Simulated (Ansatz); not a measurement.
Gas-phase electronic energies from Ansatz, PBE0-D4/def2-TZVP geometries. CBS: MP2 limit from def2 TZ/QZ plus the TZ coupled-cluster correction, frozen cores. This one scheme is used for every species. Double bonds are as drawn, so ΔE can hold a change between cis and trans. Functionals use def2-TZVPP. One conformer a species, not always the lowest.

`C/[C]([AlH2])=C\O` + `N=CF` → `N=[C](F)[AlH2]` + `C/C=C/O`  (formal exchange of groups at the Al–C bond)

```
            species  CAM-B3LYP-D4 energy (Eh)
`C/[C]([AlH2])=C\O`                -436.15526
             `N=CF`                -193.90197
   `N=[C](F)[AlH2]`                -436.92994
          `C/C=C/O`                -193.11935
```

**Question.** Work out ΔE.

**Answer.** ΔE = (-436.92994) + (-193.11935) − (-436.15526) − (-193.90197) = 0.00794 Eh = +5.0 kcal/mol. CCSD(T)/CBS gives +5.3 kcal/mol.

Largest T1 diagnostic among the species: 0.014.

The D4 term adds +1.2 kcal/mol with B3LYP and +0.7 kcal/mol with PBE0; it sums over pairs of atoms, weighted by their polarisabilities, and B3LYP, whose exchange is more repulsive, gets the larger term. Leaving LDA and LC-ωPBE aside and taking each functional with its dispersion term where it has one, the values, not all of them listed here, spread over 1.9 kcal/mol, from CAM-B3LYP-D4 to r2SCAN0-D4. LDA lies +2.1 kcal/mol from PBE without D4. At CCSD(T), def2-SVP lies +1.2 kcal/mol from the extrapolated value and def2-TZVPP +0.5 kcal/mol.

B3LYP here is the variant with VWN-RPA as its local correlation; programs differ in this.
